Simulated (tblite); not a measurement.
Q: Write Cartesian coordinates for `[SiH3]O/C1CC/C=C\CC\C=1` as optimised with GFN2-xTB.

A: 
```
atom  x, y, z in Å
Si1    3.6381    0.0378   -0.4163
O2     2.2248    0.7785   -0.1278
C3     1.0017    0.3722    0.2974
C4     0.7343   -0.8893    0.6158
C5    -0.6062   -1.4007    1.0481
C6    -1.6101   -1.4834   -0.1283
C7    -2.5985   -0.3561   -0.1034
C8    -2.3320    0.9050   -0.4076
C9    -0.9956    1.4326   -0.8390
C10    0.0089    1.5029    0.3339
H11    4.1814   -0.5646    0.8034
H12    3.4961   -1.0057   -1.4355
H13    4.4055    1.1818   -0.8833
H14    1.5268   -1.6183    0.5212
H15   -0.4738   -2.3937    1.4786
H16   -1.0262   -0.7564    1.8249
H17   -1.0506   -1.4686   -1.0669
H18   -2.1504   -2.4297   -0.0780
H19   -3.5983   -0.6158    0.2191
H20   -3.1208    1.6412   -0.3259
H21   -0.5770    0.7962   -1.6226
H22   -1.1280    2.4308   -1.2577
H23    0.5753    2.4336    0.2778
H24   -0.5370    1.4896    1.2796
```

Any rigid rotation of these coordinates is as good. Atoms count from 1 in this order. Si1 (oxygen-bound silicon) is distorted tetrahedral (angles from 99.1° to 113.3°). The C–C distances run from 1.324 Å (C7=C8, drawn double) to 1.549 Å (C5–C6, drawn single), a spread of 0.225 Å. O2 (silyl ether oxygen) is bent (angle 134.8°). Of the pairs four or more bonds apart, Si1···H14 is among the closest relative to their van der Waals radii: 2.84 Å, 86 % of the sum of Bondi's values.

Bonds between heavy atoms (Å): Si1–O2 1.621, O2–C3 1.357, C3=C4 1.328, C4–C5 1.498, C5–C6 1.549, C6–C7 1.499, C7=C8 1.324, C8–C9 1.500, C9–C10 1.546, C3–C10 1.505.

The geometry is computed with GFN2-xTB (gas phase).

Point group: C1 (no symmetry element, even within 0.4 Å). Its GFN2-xTB frequencies are all real (lowest 44 cm⁻¹). The numbers are those of one conformer (Si1–O2–C3–C4 1°, C3–C4–C5–C6 73°, C4–C5–C6–C7 -103°, C5–C6–C7–C8 73°, C7–C8–C9–C10 -73°). 2 starts were optimised and ended at 0.00 and 0.74 kcal/mol (GFN2-xTB); the lowest of these is shown.

Hardware: one thread, Arm Neoverse N1 (shared host). That covers the optimisation of the geometry.
